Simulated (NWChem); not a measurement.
Molecule: CH4BFO; SMILES COBF

```xyz
8

B     -0.6548    -0.7426     0.0000
H     -1.7158    -1.3296     0.0000
F      0.4941    -1.4392     0.0000
O     -0.6543     0.6074     0.0000
C      0.5393     1.3855     0.0000
H      1.4509     0.7540     0.0000
H      0.5452     2.0348    -0.8989
H      0.5452     2.0348     0.8989
```
Atoms are numbered in this order, from 1.

Geometry: optimised at PBE-D3(BJ)/def2-SVP.

Symmetry labels are those of Cs in the frame above (b1 and b2, or b-type labels, depend on it).

Task: List the 4 lowest vertical singlet excitations and the 4 lowest triplet ones from PBE0/6-31G* (spherical d), TDA (NWChem).

Result: 
```json
[
 {"state": "S1", "energy (eV)": "8.63", "oscillator strength": "0.008", "symmetry": "a\"", "leading excitation (squared amplitude)": "HOMO−1 → LUMO (0.91)"},
 {"state": "S2", "energy (eV)": "9.05", "oscillator strength": "0.037", "symmetry": "a\"", "leading excitation (squared amplitude)": "HOMO−2 → LUMO (0.91)"},
 {"state": "S3", "energy (eV)": "9.26", "oscillator strength": "0.231", "symmetry": "a'", "leading excitation (squared amplitude)": "HOMO → LUMO (0.94)"},
 {"state": "S4", "energy (eV)": "10.46", "oscillator strength": "0.008", "symmetry": "a\"", "leading excitation (squared amplitude)": "HOMO → LUMO+1 (0.76)"},
 {"state": "T1", "energy (eV)": "7.39", "oscillator strength": "spin-forbidden", "symmetry": "a'", "leading excitation (squared amplitude)": "HOMO → LUMO (0.97)"},
 {"state": "T2", "energy (eV)": "7.99", "oscillator strength": "spin-forbidden", "symmetry": "a\"", "leading excitation (squared amplitude)": "HOMO−1 → LUMO (0.61)"},
 {"state": "T3", "energy (eV)": "8.37", "oscillator strength": "spin-forbidden", "symmetry": "a\"", "leading excitation (squared amplitude)": "HOMO−2 → LUMO (0.62)"},
 {"state": "T4", "energy (eV)": "9.81", "oscillator strength": "spin-forbidden", "symmetry": "a\"", "leading excitation (squared amplitude)": "HOMO → LUMO+1 (0.51)"}
]
```
